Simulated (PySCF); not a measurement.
# SMILES O=CC1=CC=C(F)[SiH2]1, C5H5FOSi

Cartesian coordinates in Å; atom numbers follow the order of the lines, from 1:
```xyz
13

O    -3.3000    0.1284   -0.0644
C    -2.5672   -0.8175   -0.2454
C    -1.1157   -0.7525   -0.1563
C    -0.2916   -1.8174   -0.3586
C     1.1507   -1.6131   -0.2372
C     1.5041   -0.3461    0.0726
F     2.7627    0.0315    0.2238
Si   -0.0555    0.7380    0.2416
H    -2.9829   -1.8282   -0.4999
H    -0.6801   -2.8129   -0.6074
H     1.8715   -2.4211   -0.3862
H    -0.2079    1.2822    1.6187
H    -0.0842    1.8318   -0.7675
```

Computed with PySCF, quadratic response CAM-B3LYP/aug-cc-pVDZ first hyperpolarisability, Taylor convention, gas phase. Geometry: PBE0-D3(BJ)/def2-SVP.

Give the tensor of the static β(0;0,0) in the axes of these coordinates.

In au, Taylor convention; rows are the first index (the induced dipole):
```
       xx     yy    zz     xy     xz     yz
x  +653.1  -13.9  +3.7  +90.2  +54.2   +1.3
y   +90.2  +94.8  +5.1  -13.9   +1.3  +21.0
z   +54.2  +21.0  +1.5   +1.3   +3.7   +5.1
```
Norm of βᵢ = ⅓ Σⱼ (βᵢⱼⱼ + βⱼᵢⱼ + βⱼⱼᵢ): 674.8 au, hyper-Rayleigh value 282.0 au.
